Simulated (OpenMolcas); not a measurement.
## Computed transition rates of Xe³⁺

```yaml
Program: OpenMolcas 26.06
Method: "SS-CASPT2, IPEA 0.25 Eh, imaginary shift 0.1 Eh (closed shells correlated: 4d 5s)"
Basis: ANO-R3 [8s7p5d4f3g2h]
Scalar_Hamiltonian: X2C, finite nucleus
Active_space: 3 electrons in 3 orbitals (5p)
State_averaging: 2S+1 = 4 odd, 1 root; 2S+1 = 2 odd, 8 roots
Spin-orbit_coupling: RASSI with atomic mean-field integrals over the reference wave functions, term energies averaged over their components
```

Rates come from the transition moments of the reference wave functions (E1 and E2 in the length form). At fixed line strength A goes as λ^-3 for E1 and M1 and as λ^-5 for E2, so a rate at the computed wavelength can be rescaled to the measured one. Measured vacuum wavelengths follow from level energies in Saloman, J. Phys. Chem. Ref. Data 33, 765 (2004). Branching counts decays inside the model space alone, at computed energies, and the table is only a selection of the E2 and M1 lines, drawn from those between levels with measured partners whose computed energy lies within a factor of 1.5 of the measured one.

```json
{"Upper": "5s2 5p3 2P* 3/2", "Lower": "5s2 5p3 2D* 3/2", "Type": "M1", "λ computed (nm)": "472.7", "λ measured (nm)": "446.8", "A computed (s-1)": "5.83e+01", "A rescaled (s-1)": "", "Branching %": "48.7"}
{"Upper": "5s2 5p3 2P* 3/2", "Lower": "5s2 5p3 4S* 3/2", "Type": "M1", "λ computed (nm)": "288.5", "λ measured (nm)": "280.5", "A computed (s-1)": "3.94e+01", "A rescaled (s-1)": "", "Branching %": "32.9"}
{"Upper": "5s2 5p3 2P* 1/2", "Lower": "5s2 5p3 4S* 3/2", "Type": "M1", "λ computed (nm)": "353", "λ measured (nm)": "356.7", "A computed (s-1)": "3.89e+01", "A rescaled (s-1)": "", "Branching %": "78.9"}
{"Upper": "5s2 5p3 2P* 3/2", "Lower": "5s2 5p3 2D* 5/2", "Type": "M1", "λ computed (nm)": "575.1", "λ measured (nm)": "551.3", "A computed (s-1)": "1.66e+01", "A rescaled (s-1)": "", "Branching %": "13.8"}
{"Upper": "5s2 5p3 2D* 3/2", "Lower": "5s2 5p3 4S* 3/2", "Type": "M1", "λ computed (nm)": "740.4", "λ measured (nm)": "753.7", "A computed (s-1)": "1.49e+01", "A rescaled (s-1)": "", "Branching %": "99.7"}
{"Upper": "5s2 5p3 2P* 1/2", "Lower": "5s2 5p3 2D* 3/2", "Type": "M1", "λ computed (nm)": "674.6", "λ measured (nm)": "677.1", "A computed (s-1)": "8.49e+00", "A rescaled (s-1)": "", "Branching %": "17.2"}
{"Upper": "5s2 5p3 2P* 3/2", "Lower": "5s2 5p3 2D* 5/2", "Type": "E2", "λ computed (nm)": "575.1", "λ measured (nm)": "551.3", "A computed (s-1)": "2.45e+00", "A rescaled (s-1)": "3.03e+00", "Branching %": "2.0"}
{"Upper": "5s2 5p3 2P* 3/2", "Lower": "5s2 5p3 2P* 1/2", "Type": "M1", "λ computed (nm)": "1579", "λ measured (nm)": "1314", "A computed (s-1)": "1.75e+00", "A rescaled (s-1)": "3.04e+00", "Branching %": "1.5"}
{"Upper": "5s2 5p3 2D* 5/2", "Lower": "5s2 5p3 4S* 3/2", "Type": "M1", "λ computed (nm)": "579", "λ measured (nm)": "571.1", "A computed (s-1)": "1.36e+00", "A rescaled (s-1)": "", "Branching %": "67.7"}
{"Upper": "5s2 5p3 2P* 3/2", "Lower": "5s2 5p3 2D* 3/2", "Type": "E2", "λ computed (nm)": "472.7", "λ measured (nm)": "446.8", "A computed (s-1)": "1.34e+00", "A rescaled (s-1)": "1.78e+00", "Branching %": "1.1"}
{"Upper": "5s2 5p3 2P* 1/2", "Lower": "5s2 5p3 2D* 3/2", "Type": "E2", "λ computed (nm)": "674.6", "λ measured (nm)": "677.1", "A computed (s-1)": "9.70e-01", "A rescaled (s-1)": "9.52e-01", "Branching %": "2.0"}
{"Upper": "5s2 5p3 2P* 1/2", "Lower": "5s2 5p3 4S* 3/2", "Type": "E2", "λ computed (nm)": "353", "λ measured (nm)": "356.7", "A computed (s-1)": "7.72e-01", "A rescaled (s-1)": "", "Branching %": "1.6"}
{"Upper": "5s2 5p3 2D* 5/2", "Lower": "5s2 5p3 2D* 3/2", "Type": "M1", "λ computed (nm)": "2655", "λ measured (nm)": "2356", "A computed (s-1)": "4.53e-01", "A rescaled (s-1)": "6.48e-01", "Branching %": "22.5"}
{"Upper": "5s2 5p3 2D* 5/2", "Lower": "5s2 5p3 4S* 3/2", "Type": "E2", "λ computed (nm)": "579", "λ measured (nm)": "571.1", "A computed (s-1)": "1.96e-01", "A rescaled (s-1)": "", "Branching %": "9.7"}
```

Spin-changing lines and M1 lines between different terms are not rescaled, since their strength hangs on the term gaps too.

The largest correction is for 5s2 5p3 2P* 3/2 → 5s2 5p3 2P* 1/2 (M1): 1.75e+00 × (1579 / 1314)^3 = 3.04e+00 s-1, a factor of 1.74.

No measured rate stands beside these. Rescaling mends the energy factor alone: line strengths can still be far off where a level mixes with configurations outside the active space, and weak or spin-changing lines hang on small mixing coefficients that depend on the term gaps too, so rescaling need not improve them.

CASPT2 breaks the degeneracy within a term, and the mean is taken; among the terms shown or strongly mixed into the levels shown the widest spread is 150 cm-1 (5s2 5p3 2D*). With the s shell closed, the reference lacks s² → p² mixing. Computed and measured levels are paired by configuration, term and J; levels that our copy of the source lacks, or whose pairing is in doubt (as where it misses far off the trend of its configuration), stay unpaired. Levels of configurations outside the active space are missing.

* marks odd parity.
